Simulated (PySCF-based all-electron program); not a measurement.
SrO, singlet: squeezing and stretching

All-electron Kohn–Sham DFT on the free molecule, computed near the basis limit with an in-house program on PySCF integrals; Koelling–Harmon scalar relativity, no spin–orbit coupling, spin-restricted. Forces are good to about 0.007 eV/Å. In part, the full relativistic part was added along one bond alone. A positive force pushes the atoms apart.

```csv
r (Å),PBE (eV/Å)
1.728,6.426
1.737,6.012
1.920,?
1.930,?
```

(1) What does PBE give at the lengths left open?

(2) Fit a Morse curve to the forces within 0.84 to 1.25 of the listed length with the smallest force. Where does the force vanish, what is the force constant, and what harmonic wavenumber follows with standard atomic masses?

Results:

(1) 1.920 Å: 0.077 eV/Å; 1.930 Å: -0.137 eV/Å.

(2) PBE: 1.924 Å, 22 eV/Å², about 660 cm⁻¹. The points are far apart, so these are estimates.
